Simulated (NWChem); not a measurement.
CH₃FMg; SMILES [CH3][Mg][F]

```xyz
6

Mg    -0.0770     0.2809     0.0014
F      0.2007     2.0247    -0.0011
C     -0.4036    -1.7715     0.0043
H      0.0622    -2.2590    -0.8686
H     -1.4794    -2.0131    -0.0233
H      0.0147    -2.2493     0.9061
```
Atoms are numbered in this order, from 1.

Program: NWChem. Pople sets run with spherical d functions. All runs use the structure optimised with PBE0/def2-SVP. GIAO values for the isolated, static molecule; σ is the absolute isotropic shielding, δ = σ(reference) − σ with the isolated reference molecule computed at the same levels (13C: tetramethylsilane, 19F: trichlorofluoromethane, 1H: tetramethylsilane).

| level | σ Mg1 (ppm) | δ F2 (ppm) | δ C3 (ppm) | δ H4 (ppm) | relative time |
|---|---|---|---|---|---|
| PBE0/pcSseg-2 | 498.0 | -219.4 | -26.8 | -0.87 | 10 |
| KT2/pcSseg-1 | 492.9 | -228.4 | -26.3 | -0.70 | 1 |
| B3LYP/6-31G* | 531.3 | -149.2 | -21.3 | -0.79 | 1 |
| PBE/pcSseg-1 | 482.4 | -223.2 | -28.7 | -0.74 | 1 |
| B3LYP/6-311G** | 496.3 | -180.3 | -26.7 | -0.80 | 2 |

Relative times are rough (shared machine, one core).
